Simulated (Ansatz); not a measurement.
```yaml
crystal:
  periodic: [true, true, true]
  atoms:
    - {symbol: F, position_ang: [0.263902, -1.644416, -0.080687]}
    - {symbol: C, position_ang: [0.121253, -0.593789, 0.795320]}
    - {symbol: F, position_ang: [-1.241308, -0.464314, 0.949117]}
    - {symbol: O, position_ang: [0.659766, 0.507866, 0.322783]}
    - {symbol: Zn, position_ang: [0.040044, 1.206082, -1.232756]}
    - {symbol: H, position_ang: [0.537242, -0.903598, 1.758397]}
    - {symbol: H, position_ang: [-0.380890, 1.892159, -2.512174]}
basis:
  gaussian: {orbitals: cc-pVTZ-DK}
hamiltonian: {xc: {name: LC-wPBE}}
```

```sh
$ ansatz run in.yaml --threads 4 --pin off --events-out ev --progress --plain --max-ram 10444MiB
```

Output, abridged:

```
Error: YAML parse error: error: line 2 column 3: crystal: missing field `lattice` (a structure is typed as `lattice` and `atoms`, a molecule's as `atoms` in Å alone, or read from a run's directory, `checkpoint`)
 --> <input>:2:3
1 | crystal:
2 |   periodic: [true, true, true]
3 |   atoms:
4 |     - {symbol: F, position_ang: [0.263902, -1.644416, -0.080687]}
```

Problem. Something in this input is off. What?

Solution. The molecule is marked periodic without a cell. The input was rejected before any iteration.
